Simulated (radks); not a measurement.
Rh II, 44 electrons, occupied as [Kr] 4d7 5s1 (not the ground configuration).

All-electron calculation, scalar-relativistic Kohn-Sham, PBE, spin-polarised, spherical densities, point nucleus; open shells are filled with parallel spins first (spin-orbit coupling, left out, can overturn this in heavy ions). Program: a radial shooting solver on a logarithmic mesh with Libxc functionals.

Energy parts (eV):
total: -130173.532
kinetic: 134817.996
electron-nucleus: -313714.627
Hartree: 52483.878
exchange-correlation: -3760.780

Orbitals (lengths in bohr, moments of r in powers of bohr; r(90%) holds 90 % of the orbital's charge):
orbital,occ.,eigenvalue (eV),<r^4>,<1/r>,r(90%)
1s up,1,-23050.54,5.366e-06,47.05,0.0585
1s down,1,-23050.52,5.366e-06,47.05,0.0585
2s up,1,-3352.072,0.0009692,10.65,0.219
2s down,1,-3351.593,0.0009691,10.65,0.219
2p up,3,-3005.250,0.0006945,10.32,0.201
2p down,3,-3004.885,0.0006943,10.32,0.201
3s up,1,-608.7099,0.04694,3.711,0.576
3s down,1,-608.4519,0.04688,3.710,0.576
3p up,3,-494.7300,0.05079,3.534,0.588
3p down,3,-494.4371,0.05069,3.534,0.588
3d up,5,-312.5679,0.05103,3.307,0.588
3d down,5,-312.1219,0.05084,3.307,0.588
4s up,1,-95.0268,1.775,1.402,1.42
4s down,1,-92.8972,1.756,1.407,1.42
4p up,3,-62.8706,2.791,1.255,1.59
4p down,3,-60.6083,2.762,1.260,1.59
4d up,5,-17.6352,13.59,0.9107,2.34
4d down,2,-15.2285,14.59,0.9095,2.38
5s up,1,-12.7997,124.8,0.4557,4.14
5s down,0,-11.0130,142.9,0.4405,4.28

The highest occupied level is 5s up at -12.800 eV. The density falls to 0.001 e/bohr^3 at r = 4.03 bohr. Spin moment in Bohr magnetons: 4.
